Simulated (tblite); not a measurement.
Compound: C5H8F3NSi.
Atom-mapped SMILES: `[F:1][C:2]([F:3])([F:4])[CH2:5][C@H:6]1[CH:7]=[N:8][CH2:9][SiH2:10]1` (hydrogens: H11, H12 on C5; H13 on C6; H14 on C7; H15, H16 on C9; H17, H18 on Si10)

Computed geometry: GFN2-xTB, gas phase.

What internal coordinates does the optimisation give?

```json
{"bond": "F1–C2, C2–F3, C2–F4", "length (Å)": "1.343", "order": "single"}
{"bond": "C2–C5", "length (Å)": "1.511", "order": "single"}
{"bond": "C5–C6", "length (Å)": "1.525", "order": "single"}
{"bond": "C6–C7", "length (Å)": "1.512", "order": "single"}
{"bond": "C7=N8", "length (Å)": "1.252", "order": "double"}
{"bond": "N8–C9", "length (Å)": "1.444", "order": "single"}
{"bond": "C9–Si10", "length (Å)": "1.923", "order": "single"}
{"bond": "C6–Si10", "length (Å)": "1.921", "order": "single"}
{"bond": "C5–H11", "length (Å)": "1.092", "order": "single"}
{"bond": "C5–H12", "length (Å)": "1.094", "order": "single"}
{"bond": "C6–H13", "length (Å)": "1.096", "order": "single"}
{"bond": "C7–H14", "length (Å)": "1.083", "order": "single"}
{"bond": "C9–H15", "length (Å)": "1.092", "order": "single"}
{"bond": "C9–H16", "length (Å)": "1.092", "order": "single"}
{"bond": "Si10–H17", "length (Å)": "1.457", "order": "single"}
{"bond": "Si10–H18", "length (Å)": "1.461", "order": "single"}
```

Bonds in one row agree within 0.01 Å and their mean is given. Orders are formal, as drawn. A selection of angles:
```json
{"angle": "F1–C2–F3", "degrees": "106.3"}
{"angle": "F1–C2–C5", "degrees": "112.7"}
{"angle": "F3–C2–C5", "degrees": "112.2"}
{"angle": "C2–C5–C6", "degrees": "110.9"}
{"angle": "C5–C6–C7", "degrees": "111.4"}
{"angle": "C5–C6–Si10", "degrees": "117.7"}
{"angle": "C7–C6–Si10", "degrees": "102.1"}
{"angle": "C6–C7–N8", "degrees": "122.7"}
{"angle": "C7–N8–C9", "degrees": "116.3"}
{"angle": "N8–C9–Si10", "degrees": "107.5"}
{"angle": "C6–Si10–C9", "degrees": "89.6"}
```

Torsions: F1–C2–C5–C6 -57° (synclinal); C2–C5–C6–C7 174° (antiperiplanar); C5–C6–C7–N8 137° (anticlinal); C6–C7–N8–C9 -1° (synperiplanar); C7–N8–C9–Si10 -9° (synperiplanar); N8–C9–Si10–C6 12° (synperiplanar); C5–C6–Si10–C9 -133° (anticlinal).

The C–N distances run from 1.252 Å (C7=N8, drawn double) to 1.444 Å (N8–C9, drawn single), a spread of 0.192 Å. Of the pairs four or more bonds apart, F4···Si10 is among the closest relative to their van der Waals radii: 3.04 Å, 85 % of the sum of Bondi's values. N8 (imine nitrogen) is bent (angle 116.3°). The 5-membered ring C6–C7–N8–C9–Si10 has internal angles of 89.6° to 122.7° (sum 538°, against 540° for a flat polygon); it is puckered, 0.07 Å rms from its mean plane, widest ring torsion 12°. Si10 (SiH2 silicon) has angles from 89.6° to 114.8°. All 3 C–F bonds measure 1.342 to 1.345 Å.

Point group: C1 (no symmetry element, even within 0.4 Å). Its GFN2-xTB frequencies are all real (lowest 33 cm⁻¹). The numbers are those of one conformer. 3 starts were optimised and ended at 0.00, 1.45 and 1.47 kcal/mol (GFN2-xTB); the lowest of these is shown.
